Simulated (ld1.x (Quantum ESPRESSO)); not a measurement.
# Tb (Z = 65): TM pseudisation with LDA (PZ), scalar-relativistic reference atom.

- Element: Tb (Z = 65)
- Generator: ld1.x (Quantum ESPRESSO) 7.5
- Type: norm-conserving Troullier–Martins (Kleinman–Bylander form)
- Functional: LDA (PZ)
- Relativity: scalar-relativistic
- Frozen core: [Kr] 4d10 4f8
- Valence charge: 11
- Reference configuration: 5s2 5p6 5d1 6s2 6p0
- Partial waves: 5p (bound): rc 1.70 bohr; 5d (bound): rc 2.45 bohr; 5s (bound): rc 2.10 bohr
- Local potential: the s channel
- Core correction: a·sin(br)/r model core inside 1.45 bohr

Occupied shells without a wave of their own: 6s. They enter only through the test configuration that unscreens the potential, and ld1.x also counts them in the model core charge.

* Cutoffs needed: 50 Ry and 80 Ry (the cutoffs (Ry, on a coarse ladder) from which the occupation-weighted sum of valence levels, in a spherical-Bessel basis at the reference potential, stays within 10 and 1 mRy of its value at 400 Ry)
* Ghost test: no extra level below or beside the all-electron valence levels (p, d, s, f tested) (spherical-Bessel basis up to 400 Ry, 20 bohr box)
* Largest excitation error: -6979 meV (all-electron minus pseudo) for 5s2 5p6 5d0 6s0 6p0, out of 7 test configurations

The potential misses its own reference levels by up to 1.2 eV, so it is not fit for use. ld1.x takes every shell without a wave as core, so the model core holds the 6s electrons as well and exchange and correlation see them twice. This cancels in the reference configuration, but the file is broken for other ones, and its errors say nothing about a proper core correction.
